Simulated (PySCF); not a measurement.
ZrFH3, SMILES [F][ZrH3], multiplicity 1.

Geometry optimised at PBE0-D3(BJ)/def2-TZVP. The spin state was assumed, not searched. The structure was generated by enumeration; whether it is a known compound was not checked. The def2 effective core potentials stand for the cores of Zr; spin–orbit coupling is left out.

All values below come from TDDFT-PBE/def2-TZVPD in PySCF.

Vertical excitations; the highest root listed may be one member of a degenerate set. Isolated molecule, no solvent. State labels are in the subgroup Cs.

Computed UV-visible absorptions:
```tsv
state	symmetry	energy (eV)	λ (nm)	f	main pairs
S1	A"	3.93	315	0.000	HOMO→LUMO 50 %, HOMO−1→LUMO+1 50 %
S2	A'	4.02	308	0.000	HOMO→LUMO+1, HOMO−1→LUMO (degenerate set)
S3	A"	4.02	308	0.000	HOMO−1→LUMO+1, HOMO→LUMO (degenerate set)
S4	A'	4.21	294	0.009	HOMO−1→LUMO 49 %, HOMO→LUMO+1 49 %
S5	A'	4.75	261	0.014	HOMO−2→LUMO (degenerate set)
S6	A"	4.75	261	0.014	HOMO−2→LUMO+1 (degenerate set)
S7	A'	5.23	237	0.013	HOMO−1→LUMO+2 (degenerate set)
S8	A"	5.23	237	0.013	HOMO→LUMO+2 (degenerate set)
S9	A"	5.35	232	0.000	HOMO−1→LUMO+3 50 %, HOMO→LUMO+4 50 %
S10	A"	5.59	222	0.011	HOMO→LUMO+4 46 %, HOMO−1→LUMO+3 46 %, HOMO−2→LUMO+3 7 %
T1	A"	3.59	346	0	HOMO→LUMO 54 %, HOMO−1→LUMO+1 46 %
T2	A'	3.59	345	0	HOMO−1→LUMO, HOMO→LUMO+1 (degenerate set)
T3	A"	3.59	345	0	HOMO−1→LUMO+1, HOMO→LUMO (degenerate set)
T4	A'	3.62	343	0	HOMO→LUMO+1 49 %, HOMO−1→LUMO 49 %
```
Triplets are in the Tamm–Dancoff approximation, which puts them higher than full response would, so one can lie above its singlet here.
